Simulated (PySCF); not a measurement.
PySCF input (PBE0/6-311G**):

```python
import numpy as np, basis_set_exchange as bse
from pyscf import gto, scf, dft, df
from pyscf.prop.polarizability import rks as pol

basis = {'C': gto.basis.parse(bse.get_basis('6-311G**', elements=['C'], fmt='nwchem')), 'F': gto.basis.parse(bse.get_basis('6-311G**', elements=['F'], fmt='nwchem')), 'H': gto.basis.parse(bse.get_basis('6-311G**', elements=['H'], fmt='nwchem'))}
mol = gto.M(
    atom='''
    C     1.36656412   -0.18415937   -0.09598662
    C     0.06593869   -0.00888596   -0.00463149
    F    -0.83029842   -0.97785241    0.07898218
    F    -0.54605565    1.16333108    0.01769207
    H     2.01907743    0.67097753   -0.15970021
    H     1.77309228   -1.18201362   -0.10665944
    ''',
    basis=basis,
    charge=0,
    verbose=4,
    max_memory=7359,
)
mf = dft.RKS(mol, xc='pbe0')
mf.grids.level = 3
mf = mf.density_fit(auxbasis=df.autoaux(mol))
mf.conv_tol = 1e-9
mf.max_cycle = 100
print('smallest overlap eigenvalue', np.linalg.eigvalsh(mol.intor('int1e_ovlp'))[0])
mf.kernel()
dip = mf.dip_moment()
p = pol.Polarizability(mf)
p.max_cycle_cphf = 60
alpha = p.polarizability()
print('polarisability/bohr^3', alpha.trace() / 3)
```

Output:

```
PySCF version 2.14.0

[INPUT] verbose = 4
[INPUT] num. atoms = 6
[INPUT] num. electrons = 32
[INPUT] charge = 0
[INPUT] spin (= nelec alpha-beta = 2S) = 0
[INPUT] symmetry False subgroup None
[INPUT] Mole.unit = angstrom
[INPUT] Symbol           X                Y                Z      unit          X                Y                Z       unit  Magmom
[INPUT]  1 C      1.366564120000  -0.184159370000  -0.095986620000 AA    2.582431918457  -0.348010772572  -0.181388423423 Bohr   0.0
[INPUT]  2 C      0.065938690000  -0.008885960000  -0.004631490000 AA    0.124606065113  -0.016792030754  -0.008752247649 Bohr   0.0
[INPUT]  3 F     -0.830298420000  -0.977852410000   0.078982180000 AA   -1.569036615459  -1.847873245146   0.149254688921 Bohr   0.0
[INPUT]  4 F     -0.546055650000   1.163331080000   0.017692070000 AA   -1.031895627271   2.198377133394   0.033433166877 Bohr   0.0
[INPUT]  5 H      2.019077430000   0.670977530000  -0.159700210000 AA    3.815503366991   1.267963767437  -0.301789658936 Bohr   0.0
[INPUT]  6 H      1.773092280000  -1.182013620000  -0.106659440000 AA    3.350658802781  -2.233682017306  -0.201557130199 Bohr   0.0

nuclear repulsion = 117.691249401716
number of shells = 40
number of NR pGTOs = 140
number of NR cGTOs = 84
basis = {'C': [[0, [4563.24, 0.00196665], [682.024, 0.0152306], [154.973, 0.0761269], [44.4553, 0.260801], [13.029, 0.616462], [1.82773, 0.221006]], [0, [20.9642, 0.11466], [4.80331, 0.919999], [1.45933, -0.00303068]], [0, [0.483456, 1.0]], [0, [0.145585, 1.0]], [1, [20.9642, 0.0402487], [4.80331, 0.237594], [1.45933, 0.815854]], [1, [0.483456, 1.0]], [1, [0.145585, 1.0]], [2, [0.626, 1.0]]], 'F': [[0, [11427.1, 0.00180093], [1722.35, 0.0137419], [395.746, 0.0681334], [115.139, 0.233325], [33.6026, 0.589086], [4.91901, 0.299505]], [0, [55.4441, 0.114536], [12.6323, 0.920512], [3.71756, -0.00337804]], [0, [1.16545, 1.0]], [0, [0.321892, 1.0]], [1, [55.4441, 0.0354609], [12.6323, 0.237451], [3.71756, 0.820458]], [1, [1.16545, 1.0]], [1, [0.321892, 1.0]], [2, [1.75, 1.0]]], 'H': [[0, [33.865, 0.0254938], [5.09479, 0.190373], [1.15879, 0.852161]], [0, [0.32584, 1.0]], [0, [0.102741, 1.0]], [1, [0.75, 1.0]]]}
ecp = {}
ETB for F: l = 0, exps = 0.643784 * 1.8^n , n = 0..13
ETB for F: l = 1, exps = 0.643784 * 1.8^n , n = 0..11
ETB for F: l = 2, exps = 0.643784 * 1.8^n , n = 0..9
ETB for F: l = 3, exps = 2.071892 * 2.2^n , n = 0..2
ETB for C: l = 0, exps = 0.29117 * 1.8^n , n = 0..13
ETB for C: l = 1, exps = 0.29117 * 1.8^n , n = 0..11
ETB for C: l = 2, exps = 0.29117 * 1.8^n , n = 0..10
ETB for C: l = 3, exps = 0.771585 * 2.2^n , n = 0..2
ETB for H: l = 0, exps = 0.205482 * 1.8^n , n = 0..10
ETB for H: l = 1, exps = 0.852741 * 2^n , n = 0..2
ETB for H: l = 2, exps = 1.5 * 2.2^n , n = 0..0
smallest overlap eigenvalue 0.002619309347000321

******** <class 'pyscf.df.df_jk.DFRKS'> ********
method = DFRKS
initial guess = minao
damping factor = 0
level_shift factor = 0
DIIS = <class 'pyscf.scf.diis.CDIIS'>
diis_start_cycle = 1
diis_space = 8
diis_damp = 0
SCF conv_tol = 1e-09
SCF conv_tol_grad = None
SCF max_cycles = 100
direct_scf = False
XC library pyscf.dft.libxc version 7.1.2
    S. Lehtola, C. Steigemann, M. J. T. Oliveira, and M. A. L. Marques,  SoftwareX 7, 1–5 (2018)
XC functionals = pbe0
    C. Adamo and V. Barone,  J. Chem. Phys. 110, 6158 (1999)
    M. Ernzerhof and G. E. Scuseria,  J. Chem. Phys. 110, 5029 (1999)
radial grids:
    Treutler-Ahlrichs [JCP 102, 346 (1995); DOI:10.1063/1.469408] (M4) radial grids

becke partition: Becke, JCP 88, 2547 (1988); DOI:10.1063/1.454033
pruning grids: <function nwchem_prune>
grids dens level: 3
symmetrized grids: False
atomic radii adjust function: <function treutler_atomic_radii_adjust>
small_rho_cutoff = 0
Set gradient conv threshold to 3.16228e-05
Initial guess from minao.
tot grids = 76376
******** <class 'pyscf.df.df.DF'> ********
auxbasis = {'F': [[0, [np.float64(1340.5491613081251), 1]], [0, [np.float64(744.7495340600695), 1]], [0, [np.float64(413.74974114448304), 1]], [0, [np.float64(229.8609673024906), 1]], [0, [np.float64(127.70053739027254), 1]], [0, [np.float64(70.94474299459586), 1]], [0, [np.float64(39.41374610810881), 1]], [0, [np.float64(21.896525615616003), 1]], [0, [np.float64(12.164736453120002), 1]], [0, [np.float64(6.758186918400001), 1]], [0, [np.float64(3.7545482880000005), 1]], [0, [np.float64(2.08586016), 1]], [0, [np.float64(1.1588112000000002), 1]], [0, [np.float64(0.643784), 1]], [1, [np.float64(413.74974114448304), 1]], [1, [np.float64(229.8609673024906), 1]], [1, [np.float64(127.70053739027254), 1]], [1, [np.float64(70.94474299459586), 1]], [1, [np.float64(39.41374610810881), 1]], [1, [np.float64(21.896525615616003), 1]], [1, [np.float64(12.164736453120002), 1]], [1, [np.float64(6.758186918400001), 1]], [1, [np.float64(3.7545482880000005), 1]], [1, [np.float64(2.08586016), 1]], [1, [np.float64(1.1588112000000002), 1]], [1, [np.float64(0.643784), 1]], [2, [np.float64(127.70053739027254), 1]], [2, [np.float64(70.94474299459586), 1]], [2, [np.float64(39.41374610810881), 1]], [2, [np.float64(21.896525615616003), 1]], [2, [np.float64(12.164736453120002), 1]], [2, [np.float64(6.758186918400001), 1]], [2, [np.float64(3.7545482880000005), 1]], [2, [np.float64(2.08586016), 1]], [2, [np.float64(1.1588112000000002), 1]], [2, [np.float64(0.643784), 1]], [3, [np.float64(10.027957280000003), 1]], [3, [np.float64(4.5581624000000005), 1]], [3, [np.float64(2.071892), 1]]], 'C': [[0, [np.float64(606.3022679937476), 1]], [0, [np.float64(336.8345933298598), 1]], [0, [np.float64(187.13032962769984), 1]], [0, [np.float64(103.96129423761103), 1]], [0, [np.float64(57.75627457645057), 1]], [0, [np.float64(32.08681920913921), 1]], [0, [np.float64(17.826010671744), 1]], [0, [np.float64(9.903339262080001), 1]], [0, [np.float64(5.5018551456), 1]], [0, [np.float64(3.0565861919999997), 1]], [0, [np.float64(1.6981034400000001), 1]], [0, [np.float64(0.9433908), 1]], [0, [np.float64(0.524106), 1]], [0, [np.float64(0.29117), 1]], [1, [np.float64(187.13032962769984), 1]], [1, [np.float64(103.96129423761103), 1]], [1, [np.float64(57.75627457645057), 1]], [1, [np.float64(32.08681920913921), 1]], [1, [np.float64(17.826010671744), 1]], [1, [np.float64(9.903339262080001), 1]], [1, [np.float64(5.5018551456), 1]], [1, [np.float64(3.0565861919999997), 1]], [1, [np.float64(1.6981034400000001), 1]], [1, [np.float64(0.9433908), 1]], [1, [np.float64(0.524106), 1]], [1, [np.float64(0.29117), 1]], [2, [np.float64(103.96129423761103), 1]], [2, [np.float64(57.75627457645057), 1]], [2, [np.float64(32.08681920913921), 1]], [2, [np.float64(17.826010671744), 1]], [2, [np.float64(9.903339262080001), 1]], [2, [np.float64(5.5018551456), 1]], [2, [np.float64(3.0565861919999997), 1]], [2, [np.float64(1.6981034400000001), 1]], [2, [np.float64(0.9433908), 1]], [2, [np.float64(0.524106), 1]], [2, [np.float64(0.29117), 1]], [3, [np.float64(3.7344714000000003), 1]], [3, [np.float64(1.697487), 1]], [3, [np.float64(0.771585), 1]]], 'H': [[0, [np.float64(73.3666746661153), 1]], [0, [np.float64(40.75926370339739), 1]], [0, [np.float64(22.644035390776324), 1]], [0, [np.float64(12.580019661542401), 1]], [0, [np.float64(6.988899811968), 1]], [0, [np.float64(3.8827221177600006), 1]], [0, [np.float64(2.1570678432), 1]], [0, [np.float64(1.198371024), 1]], [0, [np.float64(0.66576168), 1]], [0, [np.float64(0.3698676), 1]], [0, [np.float64(0.205482), 1]], [1, [np.float64(3.410964), 1]], [1, [np.float64(1.705482), 1]], [1, [np.float64(0.852741), 1]], [2, [np.float64(1.5), 1]]]}
init E= -277.364935130983
  HOMO = -0.286463615530248  LUMO = -0.00722339857912502  gap/eV = 7.59851
cycle= 1 E= -276.777332259249  delta_E= 0.588  |g|= 0.684  |ddm|= 1.98
  HOMO = -0.274404060346946  LUMO = 0.00979764167368913  gap/eV = 7.73352
cycle= 2 E= -276.68623983144  delta_E= 0.0911  |g|= 0.99  |ddm|= 0.853
  HOMO = -0.276293251021468  LUMO = 0.0304086344489782  gap/eV = 8.34578
cycle= 3 E= -276.859079399943  delta_E= -0.173  |g|= 0.0663  |ddm|= 0.527
  HOMO = -0.285472163633081  LUMO = 0.0215457639438341  gap/eV = 8.35438
cycle= 4 E= -276.859890143039  delta_E= -0.000811  |g|= 0.0393  |ddm|= 0.0826
  HOMO = -0.285198556960601  LUMO = 0.0231821554843066  gap/eV = 8.39147
cycle= 5 E= -276.860194059269  delta_E= -0.000304  |g|= 0.00958  |ddm|= 0.0279
  HOMO = -0.283763121690022  LUMO = 0.0245572030002386  gap/eV = 8.38982
cycle= 6 E= -276.860211726452  delta_E= -1.77e-05  |g|= 0.0022  |ddm|= 0.00666
  HOMO = -0.284068332072128  LUMO = 0.0243372581261774  gap/eV = 8.39214
cycle= 7 E= -276.86021284705  delta_E= -1.12e-06  |g|= 0.000147  |ddm|= 0.00139
  HOMO = -0.284056875800879  LUMO = 0.0243482332049396  gap/eV = 8.39213
cycle= 8 E= -276.860212851528  delta_E= -4.48e-09  |g|= 3.31e-05  |ddm|= 0.000132
  HOMO = -0.284058760110273  LUMO = 0.024344990165595  gap/eV = 8.39209
cycle= 9 E= -276.860212851789  delta_E= -2.61e-10  |g|= 3.95e-06  |ddm|= 2.87e-05
  HOMO = -0.284058874552858  LUMO = 0.0243451987391943  gap/eV = 8.39210
Extra cycle  E= -276.860212851789  delta_E=    0  |g|= 4.96e-06  |ddm|= 6.12e-06
converged SCF energy = -276.860212851789
Dipole moment(X, Y, Z, Debye):  1.18855, -0.16019, -0.08347
Isotropic polarizability 21.8942067025
Polarizability anisotropy 15.3647561528
polarisability/bohr^3 21.89420670251218
```
